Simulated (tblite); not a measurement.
Run record: tight-binding relaxation, `C=C[C](C)[SeH]` [radical].

Computed with GFN2-xTB geometry optimisation, gas phase (tblite 0.8.0). Start geometry: from a force field or distance geometry. The command runs a driver script over a list of jobs; the input below is this job's line of settings and its coordinates in Å.

Command:
```bash
OMP_NUM_THREADS=1 python probes_run.py task.json out
```

Input:
```
{"job": {"kind": "relax", "xc": "GFN2-xTB", "basis": "xTB"}, "charge": 0, "multiplicity": 2}
C     -2.045400    -0.602100     0.167500
C     -0.907700    -0.389400    -0.481700
C      0.168400     0.468900     0.134400
C      1.432100    -0.318000     0.374700
Se     0.516700     1.983400    -1.037200
H     -2.247900    -0.144300     1.133300
H     -2.817200    -1.225800    -0.279900
H     -0.728100    -0.855100    -1.434500
H      1.849500    -0.720100    -0.570600
H      1.214100    -1.176700     1.069400
H      2.188900     0.323500     0.863600
H      1.377700     2.655000     0.035200
```

Output:
```
step      E/eV     max force
  0    -413.19242    2.206
  1    -413.32749    1.326
  2    -413.39413    0.697
  3    -413.41004    0.645
  4    -413.41984    0.389
  5    -413.43347    0.383
  6    -413.44978    0.539
  7    -413.46233    0.354
  8    -413.47212    0.299
  9    -413.48081    0.287
... (104 lines left out)
114    -414.17504    0.072
115    -414.17526    0.034
116    -414.17540    0.031
117    -414.17572    0.028
118    -414.17588    0.033
119    -414.17604    0.044
120    -414.17611    0.020
121    -414.17615    0.025
122    -414.17617    0.014
123    -414.17619    0.008
```

«max force» is the largest atomic force in eV/Å.

From which step on does the largest force stay under 0.1 eV/Å, and how much energy is left to gain from there?

From step 114 (0.072 eV/Å), 1.1 meV above the end.

Main results: energy lowered by 22.7 kcal/mol over 123 steps; largest atomic force 0.008 eV/Å at the end.

Where do the atoms end?

0.897 Å rms from the input after alignment:
```
atom  x, y, z in Å
C1    -2.1759   -0.3325   -0.0866
C2    -0.8674   -0.6963   -0.0292
C3     0.2170    0.1755    0.0008
C4     1.6350   -0.2820    0.0657
Se5   -0.0877    2.0496   -0.0281
H6    -2.4589    0.7099   -0.1156
H7    -2.9677   -1.0573   -0.1063
H8    -0.6258   -1.7527   -0.0034
H9     2.2132    0.1094   -0.7743
H10    1.6810   -1.3682    0.0386
H11    2.1169    0.0594    0.9849
H12    1.3215    2.3846    0.0276
```

Time: 0.56 s. Hardware: one thread of an Arm Neoverse V1 (shared host).
Labels such as C1 count atoms from 1, the log's own numbers from 0.
